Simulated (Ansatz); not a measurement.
System: PN, charge 0, singlet. PN (azanylidynephosphane, SMILES N#P).
B3LYP-D3(BJ)/def2-TZVP minimum from Ansatz (a quantum-chemistry and plane-wave program):
```xyz
2

N      0.0000     0.0000    -1.0110
P      0.0000     0.0000     0.4718
```
Charge 0, spin multiplicity 1.

Total energies in cc-pV(5+d)Z, 10 correlated electrons, 6 frozen orbitals. UHF or UKS for unpaired electrons; spin-orbit terms are left out. Cores are frozen in correlated methods. No relativity. The restricted determinant of NP (N#P, singlet) is unstable towards broken spin symmetry in at least one set run.

```json
[
 {"method": "HF", "program": "Ansatz", "energy (Eh)": "-395.18892", "minus CCSDT(Q) (mEh)": "399.59"},
 {"method": "MP2", "program": "Ansatz", "energy (Eh)": "-395.56869", "minus CCSDT(Q) (mEh)": "19.82"},
 {"method": "CCSD", "program": "Ansatz", "energy (Eh)": "-395.56031", "minus CCSDT(Q) (mEh)": "28.20"},
 {"method": "CCSD(T)", "program": "Ansatz", "energy (Eh)": "-395.58592", "minus CCSDT(Q) (mEh)": "2.59"},
 {"method": "CCSDT(Q)", "program": "Ansatz", "energy (Eh)": "-395.58851", "minus CCSDT(Q) (mEh)": "0.00"}
]
```

Rough core times of Ansatz's runs on a shared machine: CCSD(T) under 20 s, CCSDT(Q) 10 min.
